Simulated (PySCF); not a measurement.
## Boron: a sound run and one with changed settings

Sound run: B⁺ [He] 2s2, B²⁺ [He] 2s1. All numbers are calculated (PySCF 2.14, the spin-free X2C one-electron Hamiltonian (Gaussian nucleus), in x2c-TZVPall (5s3p2d1f, 31 functions)). The sound run starts from symmetry-adapted Hartree-Fock orbitals and uses a fine grid where one is needed.

A second run was set up differently.

```json
{"species": "B⁺", "method": "UHF", "sound run (hartree)": "-24.24366", "changed run (hartree)": "-24.24366", "converged": "yes"}
{"species": "B⁺", "method": "TPSS", "sound run (hartree)": "-24.35250", "changed run (hartree)": "-24.32840", "converged": "yes"}
{"species": "B⁺", "method": "PBE", "sound run (hartree)": "-24.29858", "changed run (hartree)": "-24.28797", "converged": "yes"}
{"species": "B²⁺", "method": "UHF", "sound run (hartree)": "-23.38199", "changed run (hartree)": "-23.38199", "converged": "yes"}
{"species": "B²⁺", "method": "TPSS", "sound run (hartree)": "-23.44641", "changed run (hartree)": "-23.47657", "converged": "yes"}
{"species": "B²⁺", "method": "PBE", "sound run (hartree)": "-23.39431", "changed run (hartree)": "-23.43362", "converged": "yes"}
```

Ionisation energy of B⁺:

| method | sound run (eV) | changed run (eV) |
| --- | --- | --- |
| UHF | 23.447 | 23.447 |
| TPSS | 24.656 | 23.179 |
| PBE | 24.606 | 23.248 |

(1) What was changed?
A. basis contracted for another Hamiltonian
B. minimal basis
C. a valence shell is frozen
D. radial grid too coarse

Results:

(1) D. It used radial step 1.2 in ln r (0.13 in the sound run). A coarse radial grid mis-integrates the density and the exchange-correlation energy, with errors of either sign; Hartree-Fock needs no grid.
